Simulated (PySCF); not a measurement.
## Iron: a sound run and one with changed settings

Sound run: Fe²⁺ [Ar] 3d6, Fe³⁺ [Ar] 3d5. Calculation: PySCF 2.14, in cc-pVTZ-DK (7s6p4d2f1g, 68 functions); the spin-free X2C one-electron Hamiltonian (Gaussian nucleus). The sound run starts from symmetry-adapted Hartree-Fock orbitals and uses a fine grid where one is needed.

Changed run: 14 angular points. This setting is unsound on purpose.

```json
{"species": "Fe²⁺", "method": "UHF", "sound run (hartree)": "-1270.54871", "changed run (hartree)": "-1270.54871", "converged": "yes"}
{"species": "Fe²⁺", "method": "M06-L", "sound run (hartree)": "-1271.66360", "changed run (hartree)": "-1272.64505", "converged": "yes"}
{"species": "Fe²⁺", "method": "LDA", "sound run (hartree)": "-1269.14294", "changed run (hartree)": "-1269.77225", "converged": "yes"}
{"species": "Fe³⁺", "method": "UHF", "sound run (hartree)": "-1269.50824", "changed run (hartree)": "-1269.50824", "converged": "yes"}
{"species": "Fe³⁺", "method": "M06-L", "sound run (hartree)": "-1270.54969", "changed run (hartree)": "-1271.39997", "converged": "yes"}
{"species": "Fe³⁺", "method": "LDA", "sound run (hartree)": "-1267.97875", "changed run (hartree)": "-1268.52433", "converged": "yes"}
```

Ionisation energy of Fe²⁺:

| method | sound run (eV) | changed run (eV) |
| --- | --- | --- |
| UHF | 28.312 | 28.312 |
| M06-L | 30.311 | 33.880 |
| LDA | 31.679 | 33.958 |

A coarse angular grid integrates products of high-l functions wrongly, so density functionals can shift, and the SCF can exploit the error; Hartree-Fock and MP2 need no grid.

For comparison, NIST gives 30.651 ± 0.012 eV between the lowest levels.
